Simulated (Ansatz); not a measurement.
A CCSD(T) single point on CH$_{4}$AlNOS, SMILES `NC(=S)[O][AlH2]`.

```yaml
crystal:
  periodic: [false, false, false]
  atoms:
    - {symbol: N, position_ang: [0.657032, 1.101136, -0.675110]}
    - {symbol: C, position_ang: [0.945288, -0.215083, -0.640323]}
    - {symbol: S, position_ang: [2.217483, -0.874386, -1.442937]}
    - {symbol: O, position_ang: [0.115763, -0.940959, 0.098346]}
    - {symbol: Al, position_ang: [-1.274229, -0.811298, 1.078864]}
    - {symbol: H, position_ang: [-0.128137, 1.488110, -0.178770]}
    - {symbol: H, position_ang: [1.248989, 1.701539, -1.218778]}
    - {symbol: H, position_ang: [-1.812233, -2.137309, 1.720015]}
    - {symbol: H, position_ang: [-1.881455, 0.641949, 1.241592]}
basis:
  gaussian: {orbitals: def2-TZVPP}
correlation: {method: ccsd_t}
```

```sh
$ ansatz run in.yaml --threads 4 --pin off --events-out ev --progress --plain --max-ram 10444MiB
```

Log, shortened:

```
Functional definition: HF
  name "HF"
  cite "Fock, Z. Phys. 61, 126 (1930) doi:10.1007/BF01340294"
  parent pbe
  exchange = exact_x
  correlation = 0
1396 factors; integrals over basis functions are off by at most 1.0e-3 eV
mean field evaluation 1: about -22012.5658 eV, gradient 4.1e1 eV
mean field evaluation 2: about -22012.8342 eV, gradient 4.2e1 eV
mean field evaluation 4: about -22016.5482 eV, gradient 4.2e0 eV
mean field evaluation 8: about -22016.6175 eV, gradient 3.2e-1 eV
mean field evaluation 16: about -22016.6182 eV, gradient 1.7e-6 eV
mean field -22016.61816866 eV, -809.0957942986 hartree, gradient 1.7e-6 eV, S^2 0.000000; 0 other end points of the search recorded, 0 dependent functions left out
13 core orbitals not correlated: weight in the atoms' cores, before any rotation towards them, 1.000 or more for the frozen orbitals, at most 0.000 for the correlated occupied ones
reference -22016.61816866 eV, -809.0957942986 hartree; 14, 14 occupied and 206, 206 virtual orbitals, 1396 factors
second order -22.95053968 eV of doubles, -0.00000000 eV of singles
cycle   1  -23.06966998 eV  change   -1.2e-1 eV  update   1.2e-1
cycle   2  -23.70688784 eV  change   -6.4e-1 eV  update   3.8e-2
cycle   3  -23.86887672 eV  change   -1.6e-1 eV  update   2.2e-2
cycle   4  -23.84773640 eV  change    2.1e-2 eV  update   7.0e-3
cycle   5  -23.84506735 eV  change    2.7e-3 eV  update   3.8e-3
cycle   6  -23.84682379 eV  change   -1.8e-3 eV  update   1.3e-3
cycle   7  -23.84634940 eV  change    4.7e-4 eV  update   6.8e-4
cycle   8  -23.84618896 eV  change    1.6e-4 eV  update   2.8e-4
cycle   9  -23.84640431 eV  change   -2.2e-4 eV  update   1.1e-4
cycle  10  -23.84645144 eV  change   -4.7e-5 eV  update   4.3e-5
cycle  11  -23.84641855 eV  change    3.3e-5 eV  update   1.8e-5
perturbative correction -1.06624152 eV, -0.0391836533 hartree
Total energy: -22041.53082874 eV, -810.0113176699 hartree
```

It took 66 s on 4 threads of an Arm Neoverse V2 on a shared host, with 4 GiB of host memory at the peak.

The correlation energy is -24.913 eV, 4.3 % of it from (T); the T1 diagnostic reads 0.0167.
